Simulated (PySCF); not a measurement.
Compound: C5H6F2.
Z-matrix (Å and degrees, PBE0-D3(BJ)/def2-SVP geometry), rows numbered from 1:
```
C 
C   1  1.3399
C   2  1.4631  1  126.80
C   3  1.3410  2  121.96  1  -175.49
C   3  1.5069  2  118.15  1     7.09
F   5  1.3491  3  111.55  2   179.79
F   5  1.3556  3  110.66  2   -60.70
H   1  1.0922  2  122.39  3     2.07
H   1  1.0924  2  120.56  3  -179.28
H   2  1.0957  1  118.70  3   179.92
H   4  1.0929  3  120.69  2     1.07
H   4  1.0909  3  121.19  2  -179.05
H   5  1.1056  3  111.46  2    58.99
```

The calculation used core-valence-separated Tamm–Dancoff BHandHLYP/aug-pcX-1 (pcseg-1 on H) in PySCF, non-relativistic, gas phase, PBE0-D3(BJ)/def2-SVP geometry. The energies are unshifted.

**Question.** Give energies, oscillator strengths and core holes at the F K edge.

**Answer.** 
```
E (eV)       f  core hole on  main final orbital
685.52  0.0193            F7         LUMO (59 %)
686.26  0.0042            F6         LUMO (78 %)
686.63  0.0203            F6              spread
686.93  0.0063            F7         LUMO (35 %)
687.20  0.0084            F7       LUMO+3 (49 %)
687.47  0.0152            F6       LUMO+3 (45 %)
687.84  0.0054            F7       LUMO+2 (48 %)
687.90  0.0080            F6       LUMO+5 (31 %)
688.07  0.0030            F6              spread
688.20  0.0012            F7       LUMO+1 (66 %)
688.27  0.0032            F7       LUMO+4 (30 %)
```

The first line with a tenth or more of the strongest one's intensity is at 685.52 eV (f = 0.019), with the hole on F7 (fluorine of a CF2 group). The strongest listed is at 686.63 eV (f = 0.020; F6).

**Question.** Give energies, oscillator strengths and core holes at the C K edge.

**Answer.** 
```json
{"E (eV)": "282.11", "f": "0.0592", "core hole on": "C4", "main final orbital": "LUMO (78 %)", "polarisation": "normal to the local trigonal plane"}
{"E (eV)": "282.23", "f": "0.0588", "core hole on": "C1", "main final orbital": "LUMO (66 %)", "polarisation": "normal to the local trigonal plane"}
{"E (eV)": "282.79", "f": "0.0316", "core hole on": "C2", "main final orbital": "LUMO (64 %)", "polarisation": "normal to the local trigonal plane"}
{"E (eV)": "282.85", "f": "0.0752", "core hole on": "C3", "main final orbital": "LUMO (74 %)", "polarisation": "normal to the local trigonal plane"}
{"E (eV)": "285.95", "f": "0.0108", "core hole on": "C1", "main final orbital": "LUMO+2 (62 %)", "polarisation": "in the local trigonal plane"}
{"E (eV)": "286.09", "f": "0.0136", "core hole on": "C2", "main final orbital": "spread", "polarisation": "mixed"}
{"E (eV)": "286.19", "f": "0.0115", "core hole on": "C4", "main final orbital": "LUMO+1 (72 %)", "polarisation": "in the local trigonal plane"}
{"E (eV)": "286.26", "f": "0.0164", "core hole on": "C2", "main final orbital": "LUMO+1 (34 %)", "polarisation": "mixed"}
{"E (eV)": "286.46", "f": "0.0220", "core hole on": "C1", "main final orbital": "LUMO+3 (35 %)", "polarisation": "in the local trigonal plane"}
{"E (eV)": "286.62", "f": "0.0090", "core hole on": "C3", "main final orbital": "LUMO+5 (34 %)", "polarisation": "normal to the local trigonal plane"}
{"E (eV)": "286.84", "f": "0.0257", "core hole on": "C4", "main final orbital": "spread", "polarisation": "in the local trigonal plane"}
{"E (eV)": "287.03", "f": "0.0025", "core hole on": "C1", "main final orbital": "LUMO+4 (38 %)", "polarisation": "mixed"}
{"E (eV)": "287.34", "f": "0.0021", "core hole on": "C3", "main final orbital": "LUMO+1 (70 %)", "polarisation": "mixed"}
{"E (eV)": "287.35", "f": "0.0017", "core hole on": "C4", "main final orbital": "LUMO+4 (35 %)", "polarisation": "mixed"}
{"E (eV)": "287.35", "f": "0.0027", "core hole on": "C1", "main final orbital": "LUMO+5 (67 %)", "polarisation": "mixed"}
{"E (eV)": "287.44", "f": "0.0019", "core hole on": "C2", "main final orbital": "LUMO+2 (76 %)", "polarisation": "mixed"}
{"E (eV)": "287.52", "f": "0.0074", "core hole on": "C1", "main final orbital": "LUMO+1 (32 %)", "polarisation": "mixed"}
{"E (eV)": "287.65", "f": "0.0011", "core hole on": "C2", "main final orbital": "LUMO+3 (40 %)", "polarisation": "mixed"}
{"E (eV)": "287.71", "f": "0.0036", "core hole on": "C4", "main final orbital": "LUMO+5 (52 %)", "polarisation": "mixed"}
{"E (eV)": "287.75", "f": "0.0011", "core hole on": "C3", "main final orbital": "LUMO+3 (62 %)", "polarisation": "mixed"}
{"E (eV)": "287.82", "f": "0.0020", "core hole on": "C3", "main final orbital": "LUMO+2 (65 %)", "polarisation": "in the local trigonal plane"}
{"E (eV)": "287.86", "f": "0.0035", "core hole on": "C4", "main final orbital": "LUMO+2 (41 %)", "polarisation": "mixed"}
{"E (eV)": "287.94", "f": "0.0021", "core hole on": "C1", "main final orbital": "spread", "polarisation": "in the local trigonal plane"}
```

The first line with a tenth or more of the strongest one's intensity is at 282.11 eV (f = 0.059), with the hole on C4 (terminal =CH2 carbon), polarised normal to the local trigonal plane: a 1s→π* resonance. The strongest listed is at 282.85 eV (f = 0.075; C3, 1s→π*).

Roots within 0.03 eV whose holes lie on the same, on equivalent or on shared atoms are summed into one line, and the highest roots are left out, as the search may have cut off their partners. Final orbitals are the ground state's empty Kohn–Sham orbitals. A dash: too weak, shared between unlike atoms, or no plane or axis to refer to.

**Question.** What are the wavelength and the wavenumber of the 688.07 eV line?

**Answer.** λ = 12398.42 eV Å/688.07 eV = 18.019 Å; 5.5497 × 10⁶ cm⁻¹.

Only the lowest roots of each edge were sought.

One conformer stands for the species.
